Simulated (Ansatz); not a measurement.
Computed with Ansatz on PBE0-D4/def2-TZVP structures; ΔE is electronic, products minus reactants. CCSD(T)/CBS adds triple-zeta CCSD(T) − MP2 to the extrapolated MP2 energy (def2 sets, frozen cores). This one scheme is used for every species. DFT in def2-TZVPP. One conformer a species, not always the lowest.

Consider the ligand exchange at the Si–O bond: `FBO[SiH3]` + `N[SiH2]F` → `F[SiH2]N[SiH3]` + `OBF`.

| level | ΔE (kJ/mol) | difference from CCSD(T)/CBS |
| --- | --- | --- |
| BLYP-D4 | 31.7 | -0.3 |
| r2SCAN-D4 | 32.7 | 0.7 |
| r2SCAN0-D4 | 32.9 | 0.9 |
| ωB97M-V | 32.1 | 0.1 |
| B2PLYP | 35.8 | 3.8 |
| revPBE | 29.6 | -2.4 |
| r2SCAN | 33.4 | 1.4 |
| r2SCANh | 33.5 | 1.5 |
| BHLYP | 40.0 | 8.0 |
| LC-ωPBE | 32.3 | 0.3 |
| HF/def2-TZVPP | 44.2 | 12.2 |
| MP2/def2-TZVPP | 31.4 | -0.6 |
| CCSD/def2-TZVPP | 33.1 | 1.1 |
| CCSD(T)/def2-TZVPP | 31.2 | -0.8 |
| SCS-MP2/def2-QZVPP | 34.6 | 2.6 |
| HF/CBS(def2) | 45.3 | 13.3 |
| CCSD(T)/CBS | 32.0 | 0 |

Problem. What do rigid-rotor, harmonic-oscillator terms from PBE0-D4/def2-TZVP frequencies (298.15 K, 1 bar) make of the CCSD(T)/CBS value? (An estimate is asked.)

Solution. Computed: ΔZPE = +1.4 kJ/mol, ΔH = +32.5 kJ/mol, ΔS = -6 J/(mol·K), ΔG = +34.3 kJ/mol.

Largest T1 diagnostic among the species: 0.013.

In def2-TZVPP, CCSD(T) changes the Hartree–Fock value by −13.0 kJ/mol (the triples alone add −1.9 kJ/mol) and MP2 by −12.8 kJ/mol. The D4 term adds −4.3 kJ/mol with B3LYP and −2.3 kJ/mol with PBE0; it sums over pairs of atoms, weighted by their polarisabilities, and B3LYP, whose exchange is more repulsive, gets the larger term.

B3LYP here is the variant with VWN-RPA as its local correlation; programs differ in this.
